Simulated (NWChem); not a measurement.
System: CH4OZn; SMILES [CH3][Zn][OH]

NWChem printed, in part:

```
             Northwest Computational Chemistry Package (NWChem) 7.3.0
             --------------------------------------------------------

 C1  symmetry detected

                             Geometry "geometry" -> ""
                             -------------------------

 Output coordinates in angstroms (scale by  1.889725989 to convert to a.u.)

  No.       Tag          Charge          X              Y              Z
 ---- ---------------- ---------- -------------- -------------- --------------
    1 Zn                  30.0000     0.00796225    -0.04358352    -0.00023823
    2 C                    6.0000    -0.02684080     1.88377360     0.00010111
    3 H                    1.0000     0.70959354     2.29658699     0.70722535
    4 H                    1.0000    -1.02075837     2.25548705     0.29555706
    5 H                    1.0000     0.20043144     2.28761558    -0.99886730
    6 O                    8.0000    -0.08944102    -1.81815730     0.00023264
    7 H                    1.0000     0.74843898    -2.28956718     0.00076393

 Effective nuclear repulsion energy (a.u.)     171.2226376070

                                 NWChem DFT Module
                                 -----------------

 Summary of "ao basis" -> "ao basis" (spherical)
 ------------------------------------------------------------------------------
       Tag                 Description            Shells   Functions and Types
 ---------------- ------------------------------  ------  ---------------------
 Zn                         def2-svp                11       31   5s3p2d1f
 C                          def2-svp                 6       14   3s2p1d
 H                          def2-svp                 3        5   2s1p
 O                          def2-svp                 6       14   3s2p1d

            General Information
            -------------------
          SCF calculation type: DFT
          Wavefunction type:  closed shell.
          No. of atoms     :     7
          No. of electrons :    48
           Alpha electrons :    24
            Beta electrons :    24
          Charge           :     0
          Spin multiplicity:     1
          Use of symmetry is: off; symmetry adaption is: off
          Maximum number of iterations: 150
          AO basis - number of functions:    79
                     number of shells:    35
          Convergence on energy requested:  1.00D-06
          Convergence on density requested:  1.00D-05
          Convergence on gradient requested:  5.00D-04

              XC Information
              --------------
                       M06-2X Method XC Functional
                     Hartree-Fock (Exact) Exchange  0.540
                        M06-2X Exchange Functional  1.000
                      M06-2X Correlation Potential  1.000

             Grid Information
             ----------------
          Grid used for XC integration:  medium
          Radial quadrature: Mura-Knowles
          Angular quadrature: Lebedev.
          Tag              B.-S. Rad. Rad. Pts. Rad. Cut. Ang. Pts.
          ---              ---------- --------- --------- ---------
          Zn                  1.35      112           8.0       590
          C                   0.70       49          11.0       434
          H                   0.35       45          12.0       434
          O                   0.60       49          11.0       434
          Grid pruning is: on
          Number of quadrature shells:   390
          Spatial weights used:  Erf1

      Superposition of Atomic Density Guess
      -------------------------------------

 Sum of atomic energies:       -1891.87456035

      Non-variational initial energy
      ------------------------------

 Total energy =   -1892.787610
 1-e energy   =   -2980.189054
 2-e energy   =     916.178806
 HOMO         =      -0.372911
 LUMO         =      -0.031234

   convergence    iter        energy       DeltaE   RMS-Dens  Diis-err
 ---------------- ----- ----------------- --------- --------- ---------
 d= 0,ls=0.0,diis     1  -1894.6363575712 -2.07D+03  1.51D-02  6.86D-01
 d= 0,ls=0.0,diis     2  -1894.5994220119  3.69D-02  7.86D-03  1.23D+00
 d= 0,ls=0.0,diis     3  -1894.7187430602 -1.19D-01  1.11D-03  6.58D-03
 d= 0,ls=0.0,diis     4  -1894.7194745923 -7.32D-04  3.78D-04  1.34D-03
 d= 0,ls=0.0,diis     5  -1894.7196325064 -1.58D-04  1.15D-04  1.20D-04
  Resetting Diis
 d= 0,ls=0.0,diis     6  -1894.7196467069 -1.42D-05  3.10D-05  3.30D-06
 d= 0,ls=0.0,diis     7  -1894.7196471734 -4.66D-07  1.75D-05  2.09D-06
 d= 0,ls=0.0,diis     8  -1894.7196471431  3.03D-08  8.43D-06  2.76D-06

         Total DFT energy =    -1894.719647143117
      One electron energy =    -2981.803633718274
           Coulomb energy =     1002.531922601172
    Exchange-Corr. energy =      -86.670573632982
 Nuclear repulsion energy =      171.222637606967

 Numeric. integr. density =       47.999994515158

                       DFT Final Molecular Orbital Analysis
                       ------------------------------------

 Vector   22  Occ=2.000000D+00  E=-3.682782D-01
              MO Center=  3.4D-03, -8.1D-01,  5.8D-04, r^2= 3.0D+00
   Bfn.  Coefficient  Atom+Function         Bfn.  Coefficient  Atom+Function
  ----- ------------  ---------------      ----- ------------  ---------------
     4      0.454616  1 Zn s                 64      0.327246  6 O  px
    65      0.306402  6 O  py                 3     -0.253761  1 Zn s
    67      0.250946  6 O  px                68      0.230949  6 O  py
    36     -0.209408  2 C  py                63     -0.182212  6 O  s
    39     -0.128416  2 C  py                19      0.125209  1 Zn d  2

 Vector   23  Occ=2.000000D+00  E=-3.351135D-01
              MO Center= -6.7D-02, -1.7D+00, -1.2D-03, r^2= 8.7D-01
   Bfn.  Coefficient  Atom+Function         Bfn.  Coefficient  Atom+Function
  ----- ------------  ---------------      ----- ------------  ---------------
    66      0.602708  6 O  pz                69      0.487801  6 O  pz
    14      0.144367  1 Zn pz                16      0.139333  1 Zn d -1
    11     -0.055200  1 Zn pz                40     -0.036800  2 C  pz
    37     -0.030169  2 C  pz                21      0.029307  1 Zn d -1
    79      0.029146  7 H  pz                56      0.028905  5 H  s

 Vector   24  Occ=2.000000D+00  E=-3.320274D-01
              MO Center= -6.8D-02,  4.4D-01,  2.0D-04, r^2= 3.7D+00
   Bfn.  Coefficient  Atom+Function         Bfn.  Coefficient  Atom+Function
  ----- ------------  ---------------      ----- ------------  ---------------
    36      0.390719  2 C  py                65      0.296881  6 O  py
    39      0.250143  2 C  py                13     -0.239356  1 Zn py
    68      0.214436  6 O  py                64      0.191852  6 O  px
     4     -0.171031  1 Zn s                 67      0.156356  6 O  px
    10      0.141435  1 Zn py                 3      0.118612  1 Zn s

 Vector   25  Occ=0.000000D+00  E= 1.261231D-02
              MO Center=  1.1D-01, -1.4D-01,  3.9D-04, r^2= 6.7D+00
   Bfn.  Coefficient  Atom+Function         Bfn.  Coefficient  Atom+Function
  ----- ------------  ---------------      ----- ------------  ---------------
     5      1.350031  1 Zn s                 34     -0.690671  2 C  s
    63     -0.322944  6 O  s                 39      0.245730  2 C  py
     4     -0.176983  1 Zn s                 19     -0.162148  1 Zn d  2
    36      0.158309  2 C  py                33     -0.141079  2 C  s
    65     -0.115421  6 O  py                62     -0.106765  6 O  s

 Vector   26  Occ=0.000000D+00  E= 9.905042D-02
              MO Center= -3.0D-02,  7.4D-02,  7.1D-03, r^2= 2.7D+00
   Bfn.  Coefficient  Atom+Function         Bfn.  Coefficient  Atom+Function
  ----- ------------  ---------------      ----- ------------  ---------------
    12      1.004719  1 Zn px                34      0.279339  2 C  s
     9     -0.268731  1 Zn px                47     -0.252291  3 H  s
     5     -0.160910  1 Zn s                 67     -0.160007  6 O  px
    57     -0.158137  5 H  s                 51      0.150320  4 H  s
    76      0.126381  7 H  s                 38      0.121912  2 C  px

 Vector   27  Occ=0.000000D+00  E= 1.088860D-01
              MO Center=  1.2D-02,  6.8D-02, -8.9D-03, r^2= 2.6D+00
   Bfn.  Coefficient  Atom+Function         Bfn.  Coefficient  Atom+Function
  ----- ------------  ---------------      ----- ------------  ---------------
    14      1.015043  1 Zn pz                11     -0.269506  1 Zn pz
    57      0.227859  5 H  s                 69     -0.195968  6 O  pz
    66     -0.170527  6 O  pz                56      0.164565  5 H  s
    40      0.160516  2 C  pz                47     -0.152197  3 H  s
    46     -0.115765  3 H  s                  8      0.085961  1 Zn pz

     Multipole analysis of the density
     ---------------------------------

     L   x y z        total         alpha         beta         nuclear
     -   - - -        -----         -----         ----         -------
     0   0 0 0     -0.000000    -24.000000    -24.000000     48.000000

     1   1 0 0      0.583470      0.291735      0.291735      0.000000
     1   0 1 0      0.427686      0.213843      0.213843      0.000000
     1   0 0 1      0.000982      0.000491      0.000491     -0.000000

     2   2 0 0    -18.051533    -12.982553    -12.982553      7.913573
     2   1 1 0     -2.765866      0.296530      0.296530     -3.358925
     2   1 0 1     -0.002366     -0.001679     -0.001679      0.000992
     2   0 2 0    -24.181347   -134.633545   -134.633545    245.085743
     2   0 1 1      0.001512     -0.003042     -0.003042      0.007595
     2   0 0 2    -19.118951    -12.390009    -12.390009      5.661067

                                 NWChem DFT Module
                                 -----------------

[...]
```

Level: M06-2X/def2-SVP, vertical spin-unrestricted ions. Structure relaxed at the PBE0/def2-SVP level.

Task: Write an input that gives this output.

Result: This is not unique; one that fits is the input that was run:
```
start job
memory heap 200 mb stack 900 mb global 1100 mb
geometry units angstroms noautoz
  Zn     0.016993     0.044129     0.006970
  C     -0.003673    -1.883362    -0.009407
  H      0.946901    -2.289943    -0.388717
  H     -0.811575    -2.258882    -0.657185
  H     -0.165920    -2.289743     1.001142
  O     -0.083649     1.818191    -0.027307
  H      0.690244     2.293723     0.287700
end
basis spherical
  Zn library def2-svp
  C library def2-svp
  H library def2-svp
  O library def2-svp
end
dft
  xc m06-2x
  iterations 150
  vectors input atomic output neutral.movecs
end
task dft energy
charge 1
dft
  odft
  mult 2
  vectors input atomic output cation.movecs
end
task dft energy
```
